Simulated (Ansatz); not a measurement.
One change: `[OH][In]([SH])[O][SiH3]` becomes `C[O][In]([OH])[SH]`.

Ansatz, PBE0-D4/def2-TZVP geometries, multiplicity 1. Each molecule was computed in one conformer, which needn't be the lowest.

Elements past krypton have def2 core potentials.

| property | `[OH][In]([SH])[O][SiH3]` |
| --- | --- |
| LUMO energy (B3LYP/def2-TZVPP) / eV | -2.35 |
| LUMO energy (PBE/def2-TZVPP) / eV | -2.93 |
| LUMO energy (PBE0/def2-TZVPP) / eV | -2.03 |
| HOMO–LUMO gap (PBE0/def2-TZVPP) / eV | 6.01 |
| LUMO energy (ωB97M-V/def2-TZVPP) / eV | -0.17 |
| HOMO energy (ωB97M-V/def2-TZVPP) / eV | -10.26 |

Question: Give the same properties after the change, and the shifts. (Estimate.)

Answer: Computed: 
| property | `C[O][In]([OH])[SH]` | shift |
| --- | --- | --- |
| LUMO energy (B3LYP/def2-TZVPP) / eV | -2.09 | 0.26 |
| LUMO energy (PBE/def2-TZVPP) / eV | -2.65 | 0.28 |
| LUMO energy (PBE0/def2-TZVPP) / eV | -1.77 | 0.26 |
| HOMO–LUMO gap (PBE0/def2-TZVPP) / eV | 5.80 | -0.21 |
| LUMO energy (ωB97M-V/def2-TZVPP) / eV | 0.09 | 0.26 |
| HOMO energy (ωB97M-V/def2-TZVPP) / eV | -9.89 | 0.37 |

With PBE0 the HOMO rises by 0.47 eV and the LUMO rises by 0.26 eV, so the gap narrows by about 0.21 eV. PBE moves the HOMO by 0.68 eV and ωB97M-V by 0.37 eV.

B3LYP here is the variant with VWN-RPA as its local correlation; programs differ in this.
